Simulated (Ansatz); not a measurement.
## Ligand exchange: C2H9ClSi2 + C2H8GaN → C2H11NSi2 + C2H6ClGa

Species: C2H9ClSi2 `CC[SiH]([SiH3])Cl`, singlet; C2H8GaN `C[CH2][GaH][NH2]`, singlet; C2H11NSi2 `CC[SiH](N)[SiH3]`, singlet; C2H6ClGa `C[CH2][GaH][Cl]`, singlet. The partners trade Cl for NH2: Si–Cl and Ga–NH2 bonds give way to Si–NH2 and Ga–Cl.

Shapes, held fixed at every level: PBE0-D4/def2-TZVP. Flexible molecules stand in one conformer, not always the lowest. Programs: Ansatz 0.2.0. Electronic energies: no zero-point or thermal term.

Question: Estimate ΔE of this reaction.

Answer: The highest level, CCSD(T)/def2-TZVPP, gives ΔE = -23.3 kJ/mol; the levels span -41.5 to -20.3. The column of differences is taken from that level and isn't an error. No measured value is set beside it here. Relativity is left out for Ga. Outer-core shells of Ga are correlated, in sets that cover them unevenly.

| level | kind | ΔE (kJ/mol) | less CCSD(T)/def2-TZVPP |
| --- | --- | --- | --- |
| HF/def2-TZVPP | Hartree–Fock | -41.5 | -18.2 |
| B3LYP-D4/def2-TZVPP | global hybrid | -26.6 | -3.3 |
| wB97M-V/def2-TZVPP | range-separated hybrid | -25.6 | -2.3 |
| wB97X-V/def2-TZVPP | range-separated hybrid | -25.2 | -1.9 |
| B2PLYP/def2-TZVPP | double hybrid | -25.7 | -2.4 |
| MP2/def2-TZVPP | perturbation theory | -20.3 | +3.0 |
| CCSD(T)/def2-TZVPP | coupled cluster or CI | -23.3 | 0.0 |
